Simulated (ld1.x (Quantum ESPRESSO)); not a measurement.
# Transferability test, TM potential for Sb

```
Element                 : antimony (Sb)
Generator               : ld1.x (Quantum ESPRESSO) 7.5
Type                    : norm-conserving Troullier–Martins (Kleinman–Bylander form)
Functional              : BLYP
Relativity              : fully relativistic
Frozen core             : [Kr] 4d10
Valence charge          : 5
Reference configuration : 5s2 5p3
Partial waves           : 5p (bound): rc 1.70 bohr; 5d channel at 0.2 Ry: rc 1.30 bohr; 5s (bound): rc 1.60 bohr
Local potential         : the s channel
Core correction         : Bessel-smoothed model core inside 0.70 bohr
```

Open shells are filled in proportion to 2j + 1 (rel_dist='average').

Energies are relative to the spin-unpolarised reference configuration 5s2 5p3; without spin polarisation the order of configurations can differ from experiment.

| valence configuration | charge | ΔE all-electron (eV) | error AE − PS (meV) |
| --- | --- | --- | --- |
| 5s2 5p2 | +1 | 8.214 | -3.4 |
| 5s2 5p1 | +2 | 24.148 | -30 |
| 5s2 5p0 | +3 | 48.644 | -123 |
| 5s1 5p0 | +4 | 93.083 | -457 |
| 5s2 5p3.3 | -0.3 | -1.122 | -0.1 |
| 5s0 5p5 | 0 | 16.495 | -32 |

Problem. What are ΔE and the potential's error for 5s1 5p3?

Solution. ΔE = 16.946 eV all-electron; the error (AE − PS) is -21 meV.

Levels in the configuration 5s0 5p5:

| level | all-electron (eV) | pseudo (eV) |
| --- | --- | --- |
| 5p j=1/2 | -6.247 | -6.261 |
| 5p j=3/2 | -5.551 | -5.561 |

Note: ghost states, extra bound levels that the all-electron valence spectrum of the same l lacks: p3/2 at -1069.8 eV, p1/2 at -953.0 eV. A true bound ghost makes a file unfit for plane-wave use.
